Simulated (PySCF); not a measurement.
CH3F2MoNS, SMILES C[N]=[Mo]([F])(=[S])[F], multiplicity 1.

Coordinates come from a PBE0-D3(BJ)/def2-SVP optimisation. The multiplicity is an assumed one; no other spin state was optimised. The structure was generated by enumeration; whether it is a known compound was not checked. The def2 effective core potentials stand for the cores of Mo; spin–orbit coupling is left out.

These are PBE0-D3(BJ)/def2-SVP (PySCF) values and carry that method's errors.

Frequencies are harmonic and unscaled.

```tsv
mode	ν (cm⁻¹)	IR (km/mol)	moving atoms (share of kinetic energy)
1	98	5.5	S 35 %, C 35 %, H 19 %
2	115	1.1	H 43 %, F 29 %, C 17 %
3	121	0.2	H 72 %, F 15 %, C 9 %
4	174	6.8	F 87 %, Mo 8 %
5	190	1.2	F 56 %, S 34 %
6	214	1.9	F 60 %, Mo 19 %, S 13 %
7	355	7.5	N 69 %, F 15 %, H 10 %
8	372	16.1	N 66 %, H 10 %, S 9 %
9	580	50.5	S 72 %, Mo 22 %
10	681	125.1	F 59 %, C 16 %, Mo 10 %, N 10 %
11	709	61.7	C 31 %, F 26 %, Mo 24 %, H 10 %, N 9 %
12	724	130.5	F 74 %, Mo 26 %
13	1076	5.3	H 73 %, C 20 %
14	1090	0.4	H 73 %, C 20 %
15	1381	104.0	N 38 %, C 33 %, H 28 %
16	1419	17.8	H 62 %, N 36 %
17	1432	10.5	H 97 %
18	1440	24.8	H 92 %
19	3017	17.7	H 97 %
20	3118	2.7	H 91 %, C 9 %
21	3139	1.9	H 90 %, C 10 %
```
